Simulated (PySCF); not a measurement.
**Sn (tin, neutral) across methods**

[Kr] 4d10 5s1 5p3, high-spin 5S determinant (an excited configuration). Calculation: PySCF 2.14, in x2c-QZVPPall (13s9p7d4f1g, 112 functions); the spin-free X2C one-electron Hamiltonian (Gaussian nucleus).

```csv
method,E (hartree),mean ε 4d β (eV),mean ε 5s α (eV),mean ε 5p α (eV),Σ⟨r²⟩ (bohr²),⟨S²⟩
PBE,-6175.95,-26.485,-12.126,-5.001,62.13,6.002
wB97X-V,-6176.07,-31.754,-16.592,-7.966,62.01,6.002
r2SCAN,-6176.40,-27.080,-12.789,-5.320,61.40,6.004
UHF,-6173.72082,-36.229,-18.288,-8.536,62.21,6.005
LDA,-6170.37,-26.649,-12.299,-5.086,62.05,6.002
HSE06,-6175.96,-28.762,-13.371,-5.579,61.93,6.002
PBE0,-6176.04,-29.164,-13.831,-5.992,61.73,6.002
```

**Question.** Estimate the same row for TPSS.

**Answer.** E (hartree) = -6176.11; mean ε 4d β (eV) = -26.532; mean ε 5s α (eV) = -12.206; mean ε 5p α (eV) = -5.028; Σ⟨r²⟩ (bohr²) = 61.89; ⟨S²⟩ = 6.002.
